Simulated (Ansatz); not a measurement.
Input file for B$_{2}$Cl$_{2}$F$_{2}$H$_{2}$S$_{2}$ (`F[B@-]1(Cl)[SH+][B@@-](F)(Cl)[SH+]1`):

```yaml
crystal:
  periodic: [false, false, false]
  atoms:
    - {symbol: F, position_ang: [-0.952256, -1.491322, -1.558556]}
    - {symbol: B, position_ang: [0.052240, -1.117811, -0.745993]}
    - {symbol: Cl, position_ang: [1.501797, -2.168755, -0.674338]}
    - {symbol: S, position_ang: [-0.605487, -0.781161, 1.120203]}
    - {symbol: B, position_ang: [0.357433, 0.960828, 0.861702]}
    - {symbol: F, position_ang: [-0.438667, 2.006627, 1.146856]}
    - {symbol: Cl, position_ang: [1.948896, 0.876329, 1.680813]}
    - {symbol: S, position_ang: [0.628567, 0.768525, -1.117729]}
    - {symbol: H, position_ang: [-1.804406, -0.305238, 0.732469]}
    - {symbol: H, position_ang: [-0.605116, 1.200778, -1.442429]}
basis:
  gaussian: {orbitals: def2-SVP}
correlation: {method: ccsd_t}
```

```sh
$ ansatz run in.yaml --threads 4 --pin off --events-out ev --progress --plain --max-ram 11315MiB
```

The program prints (abridged):

```
Functional definition: HF
1286 factors; integrals over basis functions are off by at most 1.3e-3 eV
mean field evaluation 1: about -53411.1043 eV, gradient 3.9e1 eV
mean field evaluation 2: about -53411.2545 eV, gradient 4.0e1 eV
mean field evaluation 4: about -53415.1514 eV, gradient 3.6e0 eV
mean field evaluation 8: about -53415.2187 eV, gradient 2.3e-1 eV
mean field -53415.21896032 eV, -1962.9730906560 hartree, gradient 1.6e-6 eV, S^2 0.000000; 0 other end points of the search recorded, 0 dependent functions left out
24 core orbitals not correlated: weight in the atoms' cores, before any rotation towards them, 1.000 or more for the frozen orbitals, at most 0.000 for the correlated occupied ones
reference -53415.21896032 eV, -1962.9730906560 hartree; 24, 24 occupied and 90, 90 virtual orbitals, 1286 factors
second order -29.68035977 eV of doubles, -0.00000000 eV of singles
cycle   1  -30.42106142 eV  change   -7.4e-1 eV  update   1.2e-1
cycle   2  -31.06268411 eV  change   -6.4e-1 eV  update   3.5e-2
cycle   3  -31.21858115 eV  change   -1.6e-1 eV  update   1.7e-2
cycle   4  -31.21416229 eV  change    4.4e-3 eV  update   3.4e-3
cycle   5  -31.21192254 eV  change    2.2e-3 eV  update   1.4e-3
cycle   6  -31.21204936 eV  change   -1.3e-4 eV  update   4.1e-4
cycle   7  -31.21186594 eV  change    1.8e-4 eV  update   1.3e-4
cycle   8  -31.21180115 eV  change    6.5e-5 eV  update   4.2e-5
cycle   9  -31.21181333 eV  change   -1.2e-5 eV  update   1.3e-5
perturbative correction -0.83705038 eV, -0.0307610341 hartree
Total energy: -53447.26782403 eV, -1964.1508646739 hartree
```

Run time 24 s (4 threads of an Arm Neoverse V2 on a shared host); peak host memory 0.91 GiB.

The correlation energy is -32.049 eV, 2.6 % of it from (T); the T1 diagnostic reads 0.0113.
